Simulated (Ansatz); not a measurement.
Species: C$_{3}$H$_{7}$Si, charge 0, multiplicity 2. It need not be the lowest isomer of its formula. 
Structure (B3LYP-D3(BJ)/def2-TZVP (Ansatz, a program for electronic structure) minimum search):
```xyz
11

C     -2.4901    -0.2358    -0.0160
C     -1.2069     0.2554    -0.1097
C     -0.0519    -0.4790     0.1304
Si     1.6677     0.1938     0.0008
H     -2.6737    -1.2663     0.2622
H     -3.3496     0.3885    -0.2161
H     -1.0939     1.2990    -0.3938
H     -0.1882    -1.5211     0.4134
H      2.4600    -0.5563    -1.0067
H      2.3851     0.0787     1.2960
H      1.6059     1.6212    -0.3948
```
Charge 0, spin multiplicity 2.

Property: atomisation energy (electronic, to ground-state atoms), in eV. Correlated levels leave the core frozen unless marked. UHF or UKS for open shells. Spin-orbit coupling is left out. Non-relativistic. The coupled-cluster limit lacks core correlation, which all-electron functionals hold. Basis-set limits of correlation are two-point, X^-3; Hartree-Fock from the larger set.

```tsv
level	program	atomisation energy (eV)	minus last row
HF/6-31G*	Ansatz	32.30	-10.02
SVWN5/def2-TZVPD	Ansatz	47.71	5.39
BLYP-D4/def2-TZVPD	Ansatz + dftd4	42.34	0.02
BHLYP-D3(BJ)/def2-TZVPD	Ansatz + dftd3	41.79	-0.53
HSE06-D3(BJ)/def2-TZVPD	Ansatz + dftd3	42.62	0.30
HSE06/def2-TZVPD	Ansatz	42.48	0.16
LC-wPBE-D4/def2-TZVPD	Ansatz + dftd4	42.46	0.14
MP2/cc-pV(D+d)Z	Ansatz	39.34	-2.98
MP2/cc-pV(Q+d)Z	Ansatz	41.93	-0.39
CCSD(T)/STO-3G	Ansatz	45.76	3.44
CCSD(T)/6-31G	Ansatz	36.11	-6.21
CCSD(T)/cc-pV(T+d)Z	Ansatz	41.33	-0.99
CCSD(T)/cc-pwCVTZ	Ansatz	41.39	-0.93
CCSD(T)/CBS(cc-pV(T+d)Z,cc-pV(Q+d)Z)	Ansatz	42.33	0.01
CCSD(T)/CBS(aug-cc-pV(T+d)Z,aug-cc-pV(Q+d)Z)	Ansatz	42.32	0.00
```

The UHF reference is spin-contaminated (<S^2> 0.20 over the pure value in the largest basis).
